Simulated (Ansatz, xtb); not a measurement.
**Isomers of B2BrGeH in order of energy**

9 gas-phase structures of B2BrGeH, found in a search over its isomers (lower ones may exist). Each was relaxed with GFN2-xTB:

A. `[GeH][B]=BBr`, a triplet
B. `Br[B]1[BH][Ge]1`, a singlet
C. `[GeH][B]=BBr`, a singlet
D. a singlet given by its coordinates
E. `B=[B][Ge][Br]`, a singlet
F. a singlet given by its coordinates
G. `[Ge]=[B]BBr`, a triplet
H. `Br[B]1[BH][Ge]1`, a triplet
I. `B=[B][Ge][Br]`, a triplet

D (Å):

```xyz
5

B     0.1392    1.2003   -0.4267
B    -1.0196    0.3000   -0.5107
Br   -1.7872   -1.4452   -0.2993
Ge    0.7790   -0.6861    0.1803
H     0.7973    2.1556   -0.4847
```

Close contacts (Å): B1–B2 1.47, B1–Ge4 2.08, B2–Br3 1.92, B2–Ge4 2.16, Br3–Ge4 2.72, B1–H5 1.16.

F (Å):

```tsv
atom	x (Å)	y (Å)	z (Å)
B	-0.7314	0.0459	-0.3360
B	-0.7718	-1.0102	0.7507
Br	1.0361	0.8363	0.4561
Ge	0.5015	-1.2271	2.1752
H	-1.1168	0.6052	-1.2841
```

Close contacts (Å): B1–B2 1.52, B1–Br3 2.09, B2–Br3 2.60, B2–Ge4 1.92, Br3–Ge4 2.74, B1–H5 1.17.

Task: Make a reasoned guess at their ranking by r2SCAN-D4/def2-SVP single-point energy.

Result: Calculated order at r2SCAN-D4/def2-SVP: B (0.000), D (0.010), H (0.254), G (0.705), F (1.126), I (1.387), C (1.597), A (1.719), E (2.190) eV. Less than 1 kcal/mol parts B and D, so the order within that pair means little.

Energies above the lowest of each column, in eV; the last columns are at PBE0-D3(BJ)/def2-SVP geometries and were run for some of them only (a dash: not run or not comparable):

| structure | GFN2-xTB | HF/STO-3G | r2SCAN-D4/def2-SVP | PBE0-D3(BJ)/def2-SVP | CCSD(T)/def2-TZVP |
| --- | --- | --- | --- | --- | --- |
| B | 0.703 | 0.000 | 0.000 | 0.064 | 0.000 |
| D | 0.000 | 0.670 | 0.010 | 0.000 | 0.014 |
| H | – | 0.132 | 0.254 | 0.391 | 0.599 |
| G | – | 0.042 | 0.705 | 0.710 | – |
| F | 0.440 | 1.127 | 1.126 | – | – |
| I | – | 0.780 | 1.387 | – | – |
| C | 1.402 | 2.114 | 1.597 | – | – |
| A | – | 1.175 | 1.719 | – | – |
| E | 0.729 | 2.124 | 2.190 | – | – |

CCSD(T)/def2-TZVP has B and D within 1 kcal/mol of each other at the bottom, and every level picks one of them. Some further structures that were screened fall inside this span and aren't listed. Flexible structures stand in one conformer each, not always the lowest. Frequencies (PBE0-D3(BJ)/def2-SVP) were run for B, D, H alone. GFN2-xTB has no spin polarisation and isn't compared across spin states. Open shells are spin-unrestricted, some with notable spin contamination.

Over these structures GFN2-xTB departs from r2SCAN-D4/def2-SVP by 0.595 eV on average once a common shift is removed. A GFN2-xTB relaxation took about 0.1 s and the r2SCAN-D4/def2-SVP energy about 0.84 s on a shared host (Ansatz 0.2.0, xtb 6.7.1).
